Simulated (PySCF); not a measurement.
Simulated outer-valence photoelectron spectrum of `CSCB` (C2H7BS). The calculation used EOM-IP-CCSD/aug-cc-pVDZ in PySCF, restricted Hartree–Fock reference, 8 core orbitals frozen, non-relativistic, gas phase, PBE0-D3(BJ)/def2-SVP geometry.

Each root has a Gaussian of 0.4 eV full width with its one-hole share as area; cross sections and vibrations are left out, and the highest printed point is 100.

| ionisation energy (eV) | intensity |
| --- | --- |
| 8.0 | 3 |
| 8.2 | 27 |
| 8.4 | 59 |
| 8.6 | 33 |
| 8.8 | 5 |
| 9.0 | 0 |
| 9.2 | 0 |
| 9.4 | 0 |
| 9.6 | 0 |
| 9.8 | 0 |
| 10.0 | 0 |
| 10.2 | 0 |
| 10.4 | 2 |
| 10.6 | 23 |
| 10.8 | 59 |
| 11.0 | 37 |
| 11.2 | 6 |
| 11.4 | 0 |
| 11.6 | 4 |
| 11.8 | 29 |
| 12.0 | 60 |
| 12.2 | 30 |
| 12.4 | 5 |
| 12.6 | 16 |
| 12.8 | 60 |
| 13.0 | 87 |
| 13.2 | 67 |
| 13.4 | 20 |
| 13.6 | 2 |
| 13.8 | 0 |
| 14.0 | 2 |
| 14.2 | 18 |
| 14.4 | 56 |
| 14.6 | 46 |
| 14.8 | 46 |
| 15.0 | 100 |
| 15.2 | 84 |
| 15.4 | 22 |
| 15.6 | 2 |

Task: Where are the maxima, and how many lines lie under the curve?

Result: 6 maxima, at 8.4, 10.8, 12.0, 13.0, 14.5 and 15.1 eV, from 8 lines. At this width some lines have no maximum of their own.

Task: List the lines with their holes.

Result: 
| E (eV) | leading hole (HF orbital) | area | Koopmans (eV) |
| --- | --- | --- | --- |
| 8.41 | HOMO | 0.96 | 9.08 |
| 10.83 | HOMO-1 | 0.96 | 11.54 |
| 12.00 | HOMO-2 | 0.96 | 12.76 |
| 12.88 | HOMO-3 | 0.95 | 13.83 |
| 13.15 | HOMO-4 | 0.95 | 14.13 |
| 14.46 | HOMO-5 | 0.95 | 15.56 |
| 14.99 | HOMO-6 | 0.94 | 16.17 |
| 15.14 | HOMO-7 | 0.94 | 16.30 |

The widest gap, 2.42 eV, lies between 8.41 and 10.83 eV. Only orbitals with −ε under 21 eV, eight at most, were ionised, so the high end of the curve may lack lines.

Hardware: Arm Neoverse V2, one thread, shared host. Cost: 3.6 min of wall time, 2.9 GiB resident at most.

Conformer computed: `[BH2:1][CH2:2][S:3][CH3:4]`: B1–C2–S3–C4 -63°.

One conformer stands for the species.
